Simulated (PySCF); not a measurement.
# C₆ coefficients of unlike pairs at wB97X-V

Calculated with PySCF 2.14 from the dipole response of each species, C₆(A,B) = (3/π) ∫ α_A(iu) α_B(iu) du, in atomic units, from isotropic polarisabilities. For ions this is the dispersion term alone; charge-induced terms of lower order in 1/R come first.

| species | configuration | basis | relativity | α (bohr³) | C₆ (like pair) |
| --- | --- | --- | --- | --- | --- |
| Cr²⁺ | [Ar] 3d4 (5D) | def2-TZVPPD (6s6p4d2f1g) | none | 3.745 | 10.57 |
| Ag²⁺ | [Kr] 4d9 (2D) | def2-QZVPPD with the def2 core potential (28 electrons) (7s5p4d4f2g) | core potential | 6.000 | 30.76 |
| Sn²⁺ | [Kr] 4d10 5s2 (1S) | aug-cc-pVQZ-PP with ECP28MDF (7s7p5d3f2g) | core potential | 15.79 | 86.20 |

Q: Estimate C₆ for Ag²⁺ with Cr²⁺.

A: The integral gives 18.00. The combination rule 2 C_A C_B / (C_A α_B/α_A + C_B α_A/α_B) gives 17.99 and the geometric mean 18.03.

No spin-orbit coupling is included.

The other pairs:

| pair | C₆ |
| --- | --- |
| Sn²⁺, Ag²⁺ | 47.93 |
| Sn²⁺, Cr²⁺ | 28.17 |
